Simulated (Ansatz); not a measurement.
Geometry optimisation, RKS PBE0/def2-SVP in Ansatz.

Input file:

```yaml
crystal:
  periodic: [false, false, false]
  atoms:
    - { symbol: C, position_ang: [-0.4499, -1.3038, 1.3079] }
    - { symbol: Ge, position_ang: [0.9498, -0.6862, 0.1349] }
    - { symbol: O, position_ang: [1.7261, -2.1194, -0.574] }
    - { symbol: "N", position_ang: [0.3479, 0.3831, -1.2488] }
    - { symbol: B, position_ang: [-0.2089, 1.6701, -0.6466] }
    - { symbol: "N", position_ang: [-1.672, 2.0962, -0.7518] }
    - { symbol: H, position_ang: [-0.067, -1.9068, 2.1026] }
    - { symbol: H, position_ang: [-1.2052, -1.8079, 0.6941] }
    - { symbol: H, position_ang: [-0.9805, -0.3537, 1.7914] }
    - { symbol: H, position_ang: [1.986, 0.1313, 0.9846] }
    - { symbol: H, position_ang: [2.1269, -2.5963, 0.2428] }
    - { symbol: H, position_ang: [1.0923, 0.618, -1.8573] }
    - { symbol: H, position_ang: [0.4959, 2.4098, -0.0712] }
    - { symbol: H, position_ang: [-1.9242, 2.121, -1.7523] }
    - { symbol: H, position_ang: [-2.2391, 1.2937, -0.3269] }
basis:
  gaussian: { orbitals: def2-SVP }
hamiltonian:
  xc: pbe0
relax:
  f_tol: 0.015
  max_steps: 40
output:
  orbitals: {}
```

Command:

```bash
$ ansatz run input.yaml --threads 2 --pin off --max-ram 3072MiB --backend cpu --events-out ev --progress --plain --runs-dir out
```

Problem. Where does it end, and by what steps?

Solution. The forces met the threshold. The force dipped under the threshold on the way, but the program's further checks kept it going. After 23 steps the energy has fallen by 2.449 eV; H13 moved furthest, 1.87 Å.

```tsv
step	energy less start (eV)	largest force component (eV/Å)	accepted
0	0.0000	3.012	yes
1	-0.5480	1.153	yes
2	-0.7165	0.817	yes
3	-0.9082	0.767	yes
4	-1.1442	0.796	yes
5	-1.4050	1.587	yes
6	-1.6841	1.787	yes
7	-1.9481	1.586	yes
8	-2.1812	1.503	yes
9	-2.2565	1.663	yes
10	-2.3547	1.467	yes
11	-2.4200	0.490	yes
12	-2.4265	0.174	yes
13	-2.4173	0.484	no
14	-2.4367	0.062	yes
15	-2.4448	0.067	yes
16	-2.4469	0.087	yes
17	-2.4488	0.036	yes
18	-2.4484	0.130	no
19	-2.4488	0.111	no
20	-2.4491	0.010	yes
21	-2.4492	0.033	yes
22	-2.4491	0.040	no
23	-2.4493	0.014	yes
```

```xyz
15
Properties=species:S:1:pos:R:3
C -0.664 -1.113 1.240
Ge 1.024 -0.671 0.389
O 1.532 -2.009 -0.684
N 0.874 0.793 -0.693
B -0.217 1.629 -1.079
N -1.540 1.514 -0.608
H -0.532 -1.992 1.887
H -1.416 -1.361 0.476
H -1.026 -0.279 1.860
H 2.161 -0.464 1.420
H 2.158 -2.604 -0.259
H 1.746 1.022 -1.158
H 0.011 2.522 -1.871
H -2.259 2.143 -0.932
H -1.873 0.817 0.041
```

Time of the run: 2.8 min on 2 threads of Arm Neoverse V1 (shared host), peak memory 0.46 GiB.
